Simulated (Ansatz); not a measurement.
The same path of C₃H₉NSi (14 atoms, charge 0, multiplicity 1) was run twice with different band settings. The coordinate that changes most is the dihedral H6–N1–C2–C3.

These are results of RKS PBE-D4/6-31G in Ansatz 0.2.0, not measurements.

Relaxed end points:

```xyz
14
Properties=species:S:1:pos:R:3
N -1.081 -1.182 1.815
C 0.209 -1.396 1.172
C 0.600 -0.457 0.038
C -0.164 0.559 -0.421
Si 0.339 1.716 -1.832
H -1.896 -1.364 1.229
H -1.167 -0.314 2.344
H 0.244 -2.438 0.794
H 0.999 -1.354 1.950
H 1.585 -0.657 -0.411
H -1.141 0.718 0.063
H -0.641 1.653 -2.989
H 1.710 1.323 -2.344
H 0.393 3.164 -1.379
```

```xyz
14
Properties=species:S:1:pos:R:3
N -1.284 -1.164 1.481
C 0.088 -1.419 1.057
C 0.580 -0.428 0.019
C -0.081 0.697 -0.333
Si 0.538 1.917 -1.641
H -1.542 -1.525 2.396
H -1.995 -1.329 0.769
H 0.265 -2.448 0.654
H 0.740 -1.344 1.951
H 1.536 -0.692 -0.455
H -1.022 0.907 0.194
H -0.441 2.056 -2.794
H 1.863 1.434 -2.202
H 0.742 3.308 -1.068
```

Common settings: movable images 5; climbing image yes; spring 5.0 eV/Å²; optimiser quadratic models (default); start path IDPP; iteration limit 60; end points relaxed.

| run | force threshold |
| --- | --- |
| 1 | 0.05 eV/Å |
| 2 | 0.5 eV/Å |

(1) What does each run give, and how far can it be trusted?

Results:

(1) Run 1: converged after 19 iterations, highest image 0.191 eV above the first end. A vibrational analysis at the climbing image gives one clearly imaginary mode, 364i cm⁻¹: a first-order saddle point.
Run 2: converged after 4 iterations, highest image 0.190 eV above the first end. The threshold of 0.5 eV/Å is loose, so the images may lie well off the minimum-energy path. Another band between the same ends (5 images) ends at a top of the same energy, where a vibrational analysis finds 1 clearly imaginary mode.
Limits of this set-up: no polarisation functions.
